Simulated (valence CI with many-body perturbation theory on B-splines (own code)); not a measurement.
## Valence orbitals of Os2+

Method: relativistic CI+MBPT: six valence electrons over a frozen Dirac-Fock core [Xe] 4f14, a basis of 7 s, 7 p, 8 d, 6 f, 4 g, 1 h functions for each j, with the one-electron correlation potential Σ1, the two-electron term Σ2, the three-electron term Σ3, Breit, model QED; selected CI, second order for the rest, scaled by the run's own slope (own B-spline code, finite nucleus).

No measured spectrum was set against this ion. As an estimate, terms of the open shell hold to 2 to 4 % of their energy, and close levels can change places; different configurations can be misplaced against each other by 1,000 to 8,000 cm⁻¹. Among the levels kept, up to 2700 cm⁻¹ of a level comes from second order outside the variational space, and about a tenth of that is noise between levels of different J, which matters for small intervals. Only levels of the ground parity were solved; by the run's estimate the other parity begins above the list, which can be wrong where configurations are misplaced.

These are the spectroscopic orbitals of the CI (the correlating ones are not listed), shaped by the core and the other valence electrons. h is the expectation value of the core's Dirac-Fock operator, without the valence repulsion; Σ1 is computed up to l = 3 at one energy for each symmetry, that of its lowest orbital but kept below the first core excitation, so for empty shells it is not the orbital's own correlation shift; Breit and QED include the response of the core.

| Orbital | h (hartree) | Σ1 (cm⁻¹) | Breit (cm⁻¹) | QED (cm⁻¹) | ⟨r⟩ (bohr) |
| --- | --- | --- | --- | --- | --- |
| 6s1/2 | -2.8152 | -6749 | 136 | 162 | 2.646 |
| 7s1/2 | -1.4239 | -1289 | 32.6 | 37.9 | 5.650 |
| 8s1/2 | -0.88443 | -549 | 14.9 | 17.5 | 9.465 |
| 6p1/2 | -2.3383 | -4050 | 141 | -0.5 | 3.190 |
| 7p1/2 | -1.2497 | -1074 | 46.3 | -0.1 | 6.455 |
| 8p1/2 | -0.79611 | -488 | 22.4 | -0.1 | 10.53 |
| 6p3/2 | -2.2104 | -3068 | 60.7 | 6.6 | 3.398 |
| 7p3/2 | -1.2018 | -869 | 21.3 | 2.3 | 6.725 |
| 8p3/2 | -0.77378 | -406 | 12.0 | 1.2 | 10.83 |
| 5d3/2 | -3.5776 | -11846 | 114 | -92.4 | 1.662 |
| 6d3/2 | -1.5063 | -1017 | 18.0 | -7.7 | 5.038 |
| 7d3/2 | -0.90746 | -425 | 8.5 | -3.4 | 9.050 |
| 5d5/2 | -3.5097 | -10896 | -41.7 | -65.7 | 1.712 |
| 6d5/2 | -1.4884 | -988 | 1.9 | -5.4 | 5.109 |
| 7d5/2 | -0.89936 | -415 | 1.5 | -2.3 | 9.138 |
| 5f5/2 | -1.3075 | -697 | -2.3 | -0.7 | 5.579 |
| 6f5/2 | -0.84406 | -451 | -1.9 | -0.6 | 9.773 |
| 5f7/2 | -1.3093 | -685 | -3.2 | -0.7 | 5.569 |
| 6f7/2 | -0.84432 | -438 | -2.6 | -0.5 | 9.767 |
| 5g7/2 | -0.78485 |  | 0.0 | 0.0 | 9.078 |
| 5g9/2 | -0.78493 |  | 0.0 | 0.0 | 9.078 |

Among the shells of the start configuration 5d6, Σ1 is largest in size for 5d3/2, where it is 1.5 % of h.

Lowest root of each symmetry, sizes in configuration state functions:

```tsv
J	Parity	Roots	Reference	Variational	Second order	Change by selected CI (cm⁻¹)	Change by second order (cm⁻¹)
0	even	4	14	71130	6363754	-18936	-352
1	even	4	19	57848	19463728	-18445	-684
2	even	8	33	56510	31171787	-18415	-1024
3	even	8	29	54805	36796671	-14935	-1587
4	even	7	26	53371	43064247	-17954	-1144
5	even	4	12	53661	31853455	-19851	-1258
6	even	4	8	54581	36962984	-20113	-958
```
